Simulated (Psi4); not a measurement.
HCl$_{3}$Si (SMILES Cl[SiH](Cl)Cl), singlet, at a GFN2-xTB geometry; TPSS/3-21G (Psi4 1.11).

The Psi4 input:
```
memory 2 GB

molecule mol {
0 1
  Si    0.028634   -0.016278    0.491067
  Cl   -1.241581   -1.436795   -0.148817
  Cl   -0.640098    1.792321   -0.076853
  Cl    1.851449   -0.338342   -0.292763
  H     0.113031   -0.064254    1.938435
}

set basis 3-21g
set reference rks
set puream false

energy('tpss')
print_variables()
```

Output, abridged:

```
   => Loading Basis Set <=

    Name: 3-21G
    Role: ORBITAL
    Keyword: BASIS

         ---------------------------------------------------------
                                   SCF
               by Justin Turney, Rob Parrish, Andy Simmonett
                          and Daniel G. A. Smith
                              RKS Reference
         ---------------------------------------------------------

  ==> Geometry <==

    Molecular point group: c1
    Full point group: C1

    Geometry (in Angstrom), charge = 0, multiplicity = 1:

       Center              X                  Y                   Z               Mass
    ------------   -----------------  -----------------  -----------------  -----------------
         SI           0.029695320794    -0.016881023191     0.509267273868    27.976926534650
         CL          -1.240519679206    -1.437398023191    -0.130616726132    34.968852682000
         CL          -0.639036679206     1.791717976809    -0.058652726132    34.968852682000
         CL           1.852510320794    -0.338945023191    -0.274562726132    34.968852682000
         H            0.114092320794    -0.064857023191     1.956635273868     1.007825032230

  Running in c1 symmetry.

  Rotational constants: A =      0.08328  B =      0.08328  C =      0.04466 [cm^-1]
  Rotational constants: A =   2496.77415  B =   2496.77274  C =   1338.89748 [MHz]
  Nuclear repulsion =  342.210193562134577

  Charge       = 0
  Multiplicity = 1
  Electrons    = 66
  Nalpha       = 33
  Nbeta        = 33

  ==> Algorithm <==

  SCF Algorithm Type is DF.
  DIIS enabled.
  MOM disabled.
  Fractional occupation disabled.
  Guess Type is SAD.
  Energy threshold   = 1.00e-06
  Density threshold  = 1.00e-06
  Integral threshold = 1.00e-12

  ==> Primary Basis <==

  Basis Set: 3-21G
    Blend: 3-21G
    Number of shells: 30
    Number of basis functions: 54
    Number of Cartesian functions: 54
    Spherical Harmonics?: false
    Max angular momentum: 1

  ==> DFT Potential <==

   => LibXC <=

    Version 7.1.2
    S. Lehtola, C. Steigemann, M. J. T. Oliveira, and M. A. L. Marques,  SoftwareX 7, 1–5 (2018) (10.1016/j.softx.2017.11.002)

   => Composite Functional: TPSS <=

    TPSS Meta-GGA XC Functional

    J. Tao, et al., Phys. Rev. Lett., 91, 146401, 2003

    Deriv               =              1
    GGA                 =           TRUE
    Meta                =           TRUE

    Exchange Hybrid     =          FALSE
[...]
   @DF-RKS iter   1: -1662.61194289545301    3.14122e-01   5.92226e-03 DIIS/ADIIS
   @DF-RKS iter   2: -1662.59038349735283    2.15594e-02   6.81580e-03 DIIS/ADIIS
   @DF-RKS iter   3: -1662.66815750151295   -7.77740e-02   7.34447e-04 DIIS/ADIIS
   @DF-RKS iter   4: -1662.66938991913526   -1.23242e-03   1.02193e-04 DIIS/ADIIS
   @DF-RKS iter   5: -1662.66941410435061   -2.41852e-05   1.79490e-05 DIIS
   @DF-RKS iter   6: -1662.66941494285902   -8.38508e-07   8.00572e-07 DIIS
  Energy and wave function converged.

  ==> Post-Iterations <==

   Electrons on quadrature grid:
      Ntotal   =   65.9999959646 ; deviation = -4.035e-06

    Orbital Energies [Eh]
    ---------------------

    Doubly Occupied:

[...]
    Virtual:

[...]
    Final Occupation by Irrep:
              A
    DOCC [    33 ]
    NA   [    33 ]
    NB   [    33 ]

  @DF-RKS Final Energy: -1662.66941494285902

   => Energetics <=

    Nuclear Repulsion Energy =            342.2101935621345774
    One-Electron Energy =               -2979.2916130692242405
    Two-Electron Energy =                1080.4646603214887364
    DFT Exchange-Correlation Energy =    -106.0526557572578810
    Empirical Dispersion Energy =           0.0000000000000000
    VV10 Nonlocal Energy =                  0.0000000000000000
    Total Energy =                      -1662.6694149428590208

Computation Completed

Properties will be evaluated at   0.000000,   0.000000,   0.000000 [a0]

Properties computed using the SCF density matrix

 Multipole Moments:

 ------------------------------------------------------------------------------------
     Multipole            Electronic (a.u.)      Nuclear  (a.u.)        Total (a.u.)
 ------------------------------------------------------------------------------------

 L = 1.  Multiply by 2.5417464519 to convert [e a0] to [Debye]
 Dipole X            :         -0.0970249            0.1323643            0.0353394
 Dipole Y            :          0.0551223           -0.0752442           -0.0201220
 Dipole Z            :         -1.6637513            2.2699959            0.6062445
 Magnitude           :                                                    0.6076069

 ------------------------------------------------------------------------------------

  Variable Map:
  ----------------------------------------------------------------------------
[...]
  Array Variable Map:
  ----------------------------------------------------------------------------
[...]
[...]
```
